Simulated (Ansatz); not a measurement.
```yaml
crystal:
  periodic: [false, false, false]
  atoms:
    - {symbol: C, position_ang: [-1.089105, 0.458167, 1.928628]}
    - {symbol: C, position_ang: [-0.343895, -0.058782, 0.973626]}
    - {symbol: C, position_ang: [0.399897, 0.455812, -0.096940]}
    - {symbol: O, position_ang: [-0.076716, 1.686722, -0.339806]}
    - {symbol: C, position_ang: [1.036526, -0.417800, -1.082499]}
    - {symbol: C, position_ang: [0.574600, -0.332424, -2.448000]}
    - {symbol: O, position_ang: [0.090444, -1.231091, -3.200059]}
    - {symbol: H, position_ang: [-1.855385, 0.944817, 1.382561]}
    - {symbol: H, position_ang: [-1.758082, -0.152312, 2.727273]}
    - {symbol: H, position_ang: [-0.562295, 1.509377, 2.334156]}
    - {symbol: H, position_ang: [-0.867900, -1.110774, 0.564877]}
    - {symbol: H, position_ang: [0.451572, -0.732586, 1.527089]}
    - {symbol: H, position_ang: [1.337398, -1.247895, -0.803924]}
    - {symbol: H, position_ang: [2.125773, 0.185308, -1.100340]}
    - {symbol: H, position_ang: [0.364573, 0.667071, -2.773466]}
basis:
  gaussian: {orbitals: def2-mTZVP, fitting: {mean_field: cc-pVTZ-jkfit}}
magnetization: {spin_polarized: true, initial_magnetization: 2}
hamiltonian: {xc: {name: HSE06}}
relax: {f_tol: 0.0001, max_steps: 1}
```

```sh
$ ansatz run in.yaml --threads 4 --pin off --events-out ev --progress --plain --max-ram 11315MiB
```

Shortened log:

```
Functional definition: HSE06
793 factors; integrals over basis functions are off by at most 1.8e-1 eV
793 factors; integrals over basis functions are off by at most 1.9e-7 eV
mean field evaluation 1: about -9379.5316 eV, gradient 5.3e1 eV
mean field evaluation 2: about -9359.7486 eV, gradient 7.7e1 eV
mean field evaluation 4: about -9392.1834 eV, gradient 1.2e1 eV
mean field evaluation 8: about -9393.2064 eV, gradient 1.7e0 eV
mean field evaluation 16: about -9393.2288 eV, gradient 1.0e-2 eV
mean field -9393.22876891 eV, -345.1947902982 hartree, gradient 4.6e-5 eV, S^2 2.009329; 2 other end points of the search recorded, 0 dependent functions left out
reference -9393.22881585 eV, -345.1947920233 hartree; 28, 26 occupied and 139, 141 virtual orbitals, 793 factors
relax step   1: F+E_penalty+E_count = -9393.22876891 eV  Δ(F+E_penalty+E_count) = +0.000e0 eV  max|allowed force component| = 1.220e1 eV/Å  Δτ_max = 0.0000 Å  (57 SCF iters, accepted)
Error: geometry relaxation did not converge after 1 steps: max|allowed force component| = 1.22e1 eV/Å (threshold 1.0e-4). Raise `relax.max_steps` over both its present limit and 1, loosen `relax.f_tol`, or start from a geometry closer to equilibrium. Where this run's directory can be resumed (`checkpoint.write`), a resume goes on for up to `relax.max_steps` more
```

(1) Something in this input is off. What?

Results:

(1) The relaxation is allowed too few steps for its threshold. The calculation stopped without meeting its thresholds.

HSE06 is defined as in plane-wave codes.
